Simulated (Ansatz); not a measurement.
The pair A = CH4O (SMILES CO) (first 6 atoms), B = GeH4 (SMILES [GeH4]); geometry from B3LYP-D3(BJ)/def2-TZVP.
(charge 0, multiplicity 1):
```xyz
11

C      0.35854     0.16299    -0.04924
O      0.30317    -1.01431     0.74659
H      0.23728    -0.05768    -1.11469
H      1.34422     0.59901     0.10437
H     -0.39574     0.89757     0.25229
H     -0.56022    -1.42440     0.63417
Ge    -0.09412     0.07717     3.72297
H      0.10076    -1.43929     3.83300
H     -1.32903     0.39246     2.86393
H      1.14780     0.74397     3.11996
H     -0.33330     0.65327     5.13293
```

Correlated levels freeze the cores. Filled d and f shells under p-block atoms count as core. MP2 and its Hartree–Fock in aug-cc-pVTZ are density fitted.

Run with Ansatz (an electronic-structure program) with Gaussian orbitals. 

The counterpoise-corrected interaction energy is E(AB) − E(A in the pair's basis) − E(B in the pair's basis). Total energies (hartree):

```csv
level,AB,A in the pair's basis,B in the pair's basis
HF/aug-cc-pVDZ,-2192.7055694,-115.0617380,-2077.6441987
MP2/aug-cc-pVDZ,-2193.1876476,-115.4224191,-2077.7624623
HF/aug-cc-pVTZ,-2192.8096778,-115.0920200,-2077.7180792
MP2/aug-cc-pVTZ,-2193.3918212,-115.5291810,-2077.8594223
CCSD(T)/aug-cc-pVDZ,-2193.2549923,-115.4562306,-2077.7959749
```

Q: Work out the counterpoise-corrected interaction energy at the basis-set limit: extrapolate the MP2 correlation part as X⁻³, take Hartree–Fock from the larger set, and add the CCSD(T) − MP2 difference of aug-cc-pVDZ.

A: 
1. Differences (1 hartree = 627.509 kcal/mol): HF/aug-cc-pVDZ 0.230; MP2/aug-cc-pVDZ -1.736; HF/aug-cc-pVTZ 0.264; MP2/aug-cc-pVTZ -2.019; CCSD(T)/aug-cc-pVDZ -1.749.
2. Correlation parts, MP2 less HF: -1.966 in aug-cc-pVDZ (X = 2), -2.284 in aug-cc-pVTZ (X = 3).
3. Limit (3³·(-2.284) − 2³·(-1.966))/(3³ − 2³) = -2.417; with HF/aug-cc-pVTZ it gives -2.153.
4. CCSD(T) less MP2 in aug-cc-pVDZ: -0.013.
Result: -2.17 kcal/mol, against -1.74 at MP2/aug-cc-pVDZ. It is an estimate of this method's limit, not of the exact value.
